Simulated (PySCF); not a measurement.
# Basis-set dependence of population analyses: `N#CSc1ccoc1`

Compound: C5H3NOS.
Geometry (PBE0-D3(BJ)/def2-SVP, Å), atoms numbered from 1 in this order:
```
atom  x, y, z in Å
N1     3.4539    0.8338    0.9726
C2     2.7485    0.5368    0.0979
S3     1.7729    0.1240   -1.2156
C4     0.2197   -0.0525   -0.4008
C5    -0.9676   -0.5057   -1.0610
C6    -1.9332   -0.4927   -0.1001
O7    -1.4314   -0.0729    1.0744
C8    -0.1242    0.1979    0.8970
H9    -1.0798   -0.8014   -2.1015
H10   -2.9890   -0.7507   -0.1113
H11    0.4393    0.5483    1.7572
```

PBE0 throughout (PySCF), one geometry, spherical d and f functions. Isolated species at its PBE0-D3(BJ)/def2-SVP geometry (one conformer only). The first 7 of 11 kinds of atom are listed.

Mulliken charges (e):

| basis | functions | N1 | C2 | S3 | C4 | C5 | C6 | O7 |
| --- | --- | --- | --- | --- | --- | --- | --- | --- |
| STO-3G | 47 | -0.190 | -0.070 | +0.313 | -0.131 | -0.124 | +0.007 | -0.123 |
| 6-31G | 82 | -0.289 | -0.146 | +0.649 | -0.403 | -0.200 | +0.084 | -0.475 |
| 6-31G* | 122 | -0.312 | +0.038 | +0.348 | -0.232 | -0.230 | +0.072 | -0.390 |
| cc-pVDZ | 131 | -0.133 | -0.065 | +0.179 | -0.203 | -0.030 | +0.125 | -0.156 |
| def2-SVP | 131 | -0.035 | -0.118 | +0.146 | -0.108 | -0.071 | +0.133 | -0.216 |
| aug-cc-pVDZ | 215 | -0.304 | -0.239 | +0.538 | +0.614 | +0.847 | +0.214 | -0.409 |
| 6-311+G(2d,p) | 242 | -0.202 | +0.089 | -0.408 | +0.911 | -0.389 | +0.010 | -0.270 |
| def2-TZVP | 272 | -0.029 | -0.143 | +0.090 | +0.049 | -0.243 | +0.007 | -0.165 |
| cc-pVTZ | 286 | -0.059 | -0.111 | +0.092 | -0.014 | -0.206 | +0.001 | -0.113 |
| IGLO-III | 319 | -0.356 | +0.006 | +0.379 | +0.010 | -0.180 | +0.085 | -0.245 |

IAO charges (e):

| basis | functions | N1 | C2 | S3 | C4 | C5 | C6 | O7 |
| --- | --- | --- | --- | --- | --- | --- | --- | --- |
| STO-3G | 47 | -0.161 | -0.102 | +0.362 | -0.185 | -0.200 | -0.036 | -0.080 |
| 6-31G | 82 | -0.204 | -0.043 | +0.293 | -0.166 | -0.218 | -0.001 | -0.198 |
| 6-31G* | 122 | -0.221 | -0.045 | +0.321 | -0.178 | -0.220 | +0.024 | -0.212 |
| cc-pVDZ | 131 | -0.216 | -0.046 | +0.319 | -0.176 | -0.226 | +0.021 | -0.207 |
| def2-SVP | 131 | -0.215 | -0.048 | +0.321 | -0.177 | -0.221 | +0.025 | -0.207 |
| aug-cc-pVDZ | 215 | -0.232 | -0.033 | +0.323 | -0.176 | -0.231 | +0.020 | -0.214 |
| 6-311+G(2d,p) | 242 | -0.235 | -0.038 | +0.336 | -0.182 | -0.230 | +0.021 | -0.216 |
| def2-TZVP | 272 | -0.233 | -0.042 | +0.340 | -0.186 | -0.230 | +0.023 | -0.217 |
| cc-pVTZ | 286 | -0.230 | -0.039 | +0.331 | -0.182 | -0.230 | +0.022 | -0.215 |
| IGLO-III | 319 | -0.235 | -0.041 | +0.343 | -0.185 | -0.231 | +0.021 | -0.217 |

Hirshfeld charges (e):

```json
{"basis": "STO-3G", "functions": "47", "N1": "-0.178", "C2": "-0.004", "S3": "+0.175", "C4": "-0.052", "C5": "-0.078", "C6": "+0.013", "O7": "-0.010"}
{"basis": "6-31G", "functions": "82", "N1": "-0.188", "C2": "+0.029", "S3": "+0.121", "C4": "-0.055", "C5": "-0.085", "C6": "+0.016", "O7": "-0.065"}
{"basis": "6-31G*", "functions": "122", "N1": "-0.202", "C2": "+0.040", "S3": "+0.110", "C4": "-0.050", "C5": "-0.085", "C6": "+0.017", "O7": "-0.056"}
{"basis": "cc-pVDZ", "functions": "131", "N1": "-0.194", "C2": "+0.030", "S3": "+0.130", "C4": "-0.057", "C5": "-0.091", "C6": "+0.015", "O7": "-0.035"}
{"basis": "def2-SVP", "functions": "131", "N1": "-0.201", "C2": "+0.035", "S3": "+0.138", "C4": "-0.056", "C5": "-0.093", "C6": "+0.017", "O7": "-0.041"}
{"basis": "aug-cc-pVDZ", "functions": "215", "N1": "-0.209", "C2": "+0.031", "S3": "+0.149", "C4": "-0.060", "C5": "-0.093", "C6": "+0.018", "O7": "-0.060"}
{"basis": "6-311+G(2d,p)", "functions": "242", "N1": "-0.211", "C2": "+0.031", "S3": "+0.150", "C4": "-0.063", "C5": "-0.091", "C6": "+0.019", "O7": "-0.063"}
{"basis": "def2-TZVP", "functions": "272", "N1": "-0.209", "C2": "+0.035", "S3": "+0.141", "C4": "-0.058", "C5": "-0.091", "C6": "+0.018", "O7": "-0.057"}
{"basis": "cc-pVTZ", "functions": "286", "N1": "-0.206", "C2": "+0.035", "S3": "+0.136", "C4": "-0.057", "C5": "-0.091", "C6": "+0.017", "O7": "-0.051"}
{"basis": "IGLO-III", "functions": "319", "N1": "-0.214", "C2": "+0.032", "S3": "+0.160", "C4": "-0.059", "C5": "-0.095", "C6": "+0.018", "O7": "-0.060"}
```

ESP-fitted charges (e):

| basis | functions | N1 | C2 | S3 | C4 | C5 | C6 | O7 |
| --- | --- | --- | --- | --- | --- | --- | --- | --- |
| STO-3G | 47 | -0.391 | +0.326 | -0.020 | +0.104 | -0.248 | +0.021 | -0.084 |
| 6-31G | 82 | -0.427 | +0.393 | -0.066 | -0.008 | -0.249 | -0.006 | -0.206 |
| 6-31G* | 122 | -0.380 | +0.289 | +0.022 | -0.080 | -0.202 | -0.088 | -0.100 |
| cc-pVDZ | 131 | -0.355 | +0.247 | +0.052 | -0.104 | -0.188 | -0.101 | -0.074 |
| def2-SVP | 131 | -0.378 | +0.282 | +0.024 | -0.067 | -0.212 | -0.066 | -0.103 |
| aug-cc-pVDZ | 215 | -0.394 | +0.280 | +0.042 | -0.062 | -0.213 | -0.088 | -0.097 |
| 6-311+G(2d,p) | 242 | -0.391 | +0.266 | +0.055 | -0.052 | -0.219 | -0.107 | -0.090 |
| def2-TZVP | 272 | -0.392 | +0.273 | +0.042 | -0.039 | -0.225 | -0.093 | -0.087 |
| cc-pVTZ | 286 | -0.384 | +0.268 | +0.042 | -0.050 | -0.214 | -0.095 | -0.083 |
| IGLO-III | 319 | -0.391 | +0.263 | +0.062 | -0.062 | -0.217 | -0.088 | -0.096 |

Q: Which scheme is steadiest as the basis changes?

A: Largest range over the bases for any column: Hirshfeld 0.07 e, IAO 0.14 e, ESP-fitted 0.21 e, Mulliken 1.31 e. Hirshfeld charges move least and Mulliken charges most, counted in e. Without the minimal STO-3G basis the ranges are Hirshfeld 0.05, IAO 0.05, ESP-fitted 0.15, Mulliken 1.31 e.

Q: How much do the charges still move between the two largest bases, cc-pVTZ and IGLO-III?

A: At most, over all atoms: Mulliken 0.297 e, IAO 0.012 e, Hirshfeld 0.024 e, ESP-fitted 0.021 e.

Q: What do the same runs give for the total energy, the frontier levels and the dipole moment?

A: 
```csv
basis,energy (Eh),HOMO (eV),LUMO (eV),μ (D)
STO-3G,-711.4853,-4.54,2.86,3.20
6-31G,-719.7674,-6.97,-0.40,3.78
6-31G*,-719.9088,-6.75,-0.60,3.87
cc-pVDZ,-719.9609,-6.83,-0.57,3.83
def2-SVP,-719.5725,-6.95,-0.61,3.86
aug-cc-pVDZ,-719.9801,-6.98,-0.89,4.08
"6-311+G(2d,p)",-720.0356,-6.99,-1.01,4.13
def2-TZVP,-720.0701,-6.96,-0.92,4.09
cc-pVTZ,-720.0624,-6.93,-0.82,4.03
IGLO-III,-720.0693,-6.96,-0.96,4.13
```

The dipole is fixed by the density alone, so its range of 0.93 D shows that the density itself changes with the basis, not only its division among atoms.
